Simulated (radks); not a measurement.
Task: Au66+, configuration [Ne] 3s2 3p1 (the NIST ground configuration). Method: scalar-relativistic Kohn-Sham, PBEsol, spin-polarised, spherical densities, finite nucleus; open shells are filled with parallel spins first (spin-orbit coupling, left out, can overturn this in heavy ions); Fermi nuclear charge, rms radius 5.4371 fm; computed with a radial shooting solver on a logarithmic mesh with Libxc functionals. Some entries of the table are withheld. Estimate them.

orbital,occ.,eigenvalue (eV),r(max) (bohr)
1s up,1,-86493.02,0.01042
1s down,1,-86488.57,0.01042
2s up,1,-19744.81,0.05981
2s down,1,-19741.18,0.05982
2p up,3,(1),0.04938
2p down,3,(2),0.04939
3s up,1,-8049.895,0.1609
3s down,1,-8032.715,0.1608
3p up,1,-7497.348,0.1580
3p down,0,-7480.342,0.1580

Result: 
(1) 2p up eigenvalue (eV): -17862.43
(2) 2p down eigenvalue (eV): -17857.65
